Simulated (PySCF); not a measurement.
Question: What does the PBE0-D3(BJ)/def2-SVP structure of `[C]([AlH-]1[Cl+][AlH2-][Cl+]1)#C` look like in three dimensions?

Answer: 
```xyz
10
C2H4Al2Cl2 angstrom
C      3.095   -0.362    0.255
C      2.040    0.216    0.052
Al     0.400    1.126   -0.267
Cl    -0.719    0.001   -1.939
Al    -2.252   -0.788   -0.389
Cl    -1.138    0.376    1.278
H      4.026   -0.872    0.435
H      0.217    2.672   -0.472
H     -1.994   -2.328   -0.175
H     -3.628   -0.064   -0.652
```

Any rigid rotation of these coordinates is as good. Atoms count from 1 in this order. Al3 (aluminium bonded to C, 2 Cl and H) has angles from 90.2° to 126.4°. Al5 (aluminium bonded to 2 Cl and 2 H) has angles from 89.6° to 127.9°. The 4-membered ring Al3–Cl4–Al5–Cl6 has internal angles of 89.6° to 90.2°; it is planar, 0.01 Å rms from its mean plane, widest ring torsion 1°.

Bonds between heavy atoms (Å): C1≡C2 1.220, C2–Al3 1.903, Al3–Cl4 2.306, Cl4–Al5 2.318, Al5–Cl6 2.319, Al3–Cl6 2.305.

Computed, not measured: PBE0-D3(BJ)/def2-SVP geometry optimisation, gas phase in PySCF.

Point group: Cs (tolerance 0.08 Å). Stationary, but not proved a minimum.

Hardware: one thread of an Arm Neoverse V1, shared host. Cost: 72 s, 0.52 GiB resident at most. This is the geometry optimisation.
